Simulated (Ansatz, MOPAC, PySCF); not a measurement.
Dimer: CHN (SMILES C#N) (first 3 atoms) with HI (SMILES I); geometry from B3LYP-D3(BJ)/def2-TZVP, rigid monomers moved along the line of their centres of mass till N2···H5 is 4.05 Å.
(charge 0, multiplicity 1):
```xyz
5

C      1.1080    -0.1674     1.0391
N      0.2294     0.0163     1.7496
H      1.9270    -0.3386     0.3768
I     -4.1087     0.9499     5.2737
H     -2.8691     0.6800     4.2642
```

Counterpoise-corrected where a basis set is named; no monomer relaxation.

Frozen-core correlation. Filled d and f shells under p-block atoms count as core. The state that AM1 reach isn't checked.

Run with Ansatz (an electronic-structure program) with Gaussian orbitals; MOPAC for AM1 (differences of heats of formation); PySCF for the dispersion terms. Each number belongs to the level named beside it. In def2 rows elements past Kr take small-core potentials, without spin–orbit coupling.

Q: Give the interaction energy at the level AM1.

A: -0.6 kcal/mol
